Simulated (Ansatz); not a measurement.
Job for Ansatz (a first-principles code): R-r2SCAN/def2-TZVPP on CH4OSn (SMILES C[O][SnH]), a point of a torsion scan. Elements past Kr take the def2 small-core potentials; no spin–orbit coupling.

Ansatz 0.2 input:
```yaml
crystal:
  periodic: [false, false, false]
  atoms:
    - {symbol: C, position_ang: [-0.98816781, -0.23658049, 0.02641240]}
    - {symbol: O, position_ang: [0.03645742, 0.70472673, -0.16709165]}
    - {symbol: Sn, position_ang: [1.95524298, 1.22813716, -0.04236618]}
    - {symbol: H, position_ang: [-0.79949212, -1.13966747, -0.55639564]}
    - {symbol: H, position_ang: [-1.93319365, 0.20634435, -0.29776754]}
    - {symbol: H, position_ang: [-1.06676157, -0.51327958, 1.07900588]}
    - {symbol: H, position_ang: [2.82049939, -0.31152073, 0.71173037]}
basis:
  gaussian:
    orbitals: def2-TZVPP
hamiltonian:
  xc: {name: r2SCAN}
scf: {lower_state_search: off}
```

The log:

```
WARN ansatz: RAYON_NUM_THREADS=1 ignored (pool sized by the plan → 1); use --threads N
Functional definition: r2SCAN
these checks for a lower state are left out or cut short: stability, starts, cluster_reference, orbital_swaps, neighbouring_geometries, increment
integrals: 0.07 GiB planned
955 factors; their error is unknown
mean field: 0.57 GiB planned
mean field evaluation 1: about -8973.0146 eV, gradient 6.5e1 eV
mean field evaluation 2: about -8837.6965 eV, gradient 2.2e2 eV
mean field evaluation 4: about -8981.0879 eV, gradient 2.2e1 eV
mean field evaluation 8: about -8981.9907 eV, gradient 8.6e-2 eV
mean field evaluation 16: about -8981.9773 eV, gradient 8.5e-5 eV
mean field -8981.97727693 eV, -330.0815767243 hartree, gradient 6.5e-6 eV, S^2 0.000000; 0 other end points of the search recorded, 0 dependent functions left out
reference -8981.97729084 eV, -330.0815772355 hartree; 20, 20 occupied and 148, 148 virtual orbitals, 955 factors
Total energy: -8981.97729084 eV, -330.0815772355 hartree
Checks for a lower state left out: stability, starts, cluster_reference, orbital_swaps, neighbouring_geometries, increment
```

Self-consistency was reached.

Cost: roughly 2.0 core-seconds.
